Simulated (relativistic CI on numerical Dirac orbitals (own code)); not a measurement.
# Pm4+ (4f3) in a crystal field

Calculated by Dirac-Coulomb-Breit CI, orbitals from a KLI potential per configuration, model QED (radiative potential, 1s self-energy scaled to tabulated hydrogen-like ionisation energies), valence Slater integrals scaled by 0.75, one configuration in a parametric crystal field (own radial code).

Field parameters in Wybourne normalisation; cubic f-shell fields have B⁴₄ = √(5/14) B⁴₀ and B⁶₄ = −√(7/2) B⁶₀. The field is a parameter set, without covalency.

S is read from ⟨S²⟩ = S(S + 1).

Powder χT (cm³ K mol⁻¹) by Van Vleck's formula, with temperature-independent terms:

| Field | 2 K | 5 K | 10 K | 20 K | 50 K | 100 K | 200 K | 300 K |
| --- | --- | --- | --- | --- | --- | --- | --- | --- |
| C2v, B20 = -590, B22 = 480, B40 = 160, B42 = 780, B44 = -190, B60 = 650, B62 = 40, B64 = 560, B66 = -70 cm⁻¹ | 0.668 | 0.692 | 0.732 | 0.812 | 1.04 | 1.3 | 1.54 | 1.63 |
| D3d, B20 = 2670, B40 = -2250, B43 = -250, B60 = 630, B63 = -710, B66 = -730 cm⁻¹ | 0.542 | 0.603 | 0.705 | 0.852 | 1.04 | 1.22 | 1.43 | 1.54 |
| D3d, B20 = 1570, B40 = -730, B43 = 2120, B60 = 230, B63 = -540, B66 = -150 cm⁻¹ | 0.671 | 0.699 | 0.746 | 0.842 | 1.11 | 1.37 | 1.55 | 1.62 |
| D3h, B20 = 360, B40 = 60, B60 = 220, B66 = 980 cm⁻¹ | 0.532 | 0.587 | 0.679 | 0.825 | 1.04 | 1.25 | 1.5 | 1.6 |
| Oh, B40 = 520, B60 = 1020 cm⁻¹ | 0.71 | 0.717 | 0.728 | 0.751 | 0.819 | 0.932 | 1.15 | 1.33 |
| Oh, B40 = 1140, B60 = 700 cm⁻¹ | 0.762 | 0.771 | 0.785 | 0.815 | 0.902 | 1.05 | 1.3 | 1.47 |

For Oh, B40 = 520, B60 = 1020 cm⁻¹: what effective moment follows at 300 K?

μ_eff = √(8χT) = 3.26 μB. The LS value g√(J(J + 1)) of the free ion's 4I°_9/2 level is 3.62 μB.
